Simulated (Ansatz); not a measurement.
C$_{2}$H$_{6}$AlF$_{3}$O, SMILES `C[O+](C)[Al-]([F])([F])[F]`, relaxed with RKS PBE0-D4/def2-TZVP in Ansatz 0.2.0 from a PBE-D4/def2-SVP geometry. The force threshold is 0.005 eV/Å; the program also tests the step.

The species carries charge 0 and has multiplicity 1.

Start:

```xyz
13

C    -1.375    0.093   -0.583
O     0.024   -0.019   -0.264
C     0.824    1.162   -0.458
Al    0.583   -1.322    1.049
F     2.230   -1.336    0.704
F    -0.382   -2.608    0.554
F     0.146   -0.599    2.501
H    -1.867    0.827    0.089
H    -1.794   -0.918   -0.432
H    -1.484    0.403   -1.642
H     1.861    0.857   -0.225
H     0.489    1.972    0.223
H     0.745    1.487   -1.516
```

```tsv
step	energy (eV)	largest force (eV/Å)	largest move (Å)
1	-18963.4717	0.664	0.000
2	-18963.5386	0.411	0.037
3	-18963.5571	0.042	0.035
4	-18963.5574	0.015	0.006
5	-18963.5575	0.015	0.014
6	-18963.5577	0.024	0.021
7	-18963.5578	0.008	0.020
8	-18963.5579	0.006	0.005
9	-18963.5579	0.001	0.001
```

End:

```xyz
13

C    -1.348    0.093   -0.580
O     0.048   -0.062   -0.303
C     0.808    1.141   -0.457
Al    0.578   -1.310    1.028
F     2.206   -1.363    0.742
F    -0.352   -2.607    0.595
F     0.119   -0.529    2.414
H    -1.789    0.804    0.122
H    -1.803   -0.889   -0.465
H    -1.465    0.445   -1.606
H     1.846    0.886   -0.257
H     0.456    1.895    0.250
H     0.697    1.496   -1.483
```

Run time 40 s (4 threads of an Intel Xeon Platinum 8375C on a shared host); peak host memory 0.85 GiB.
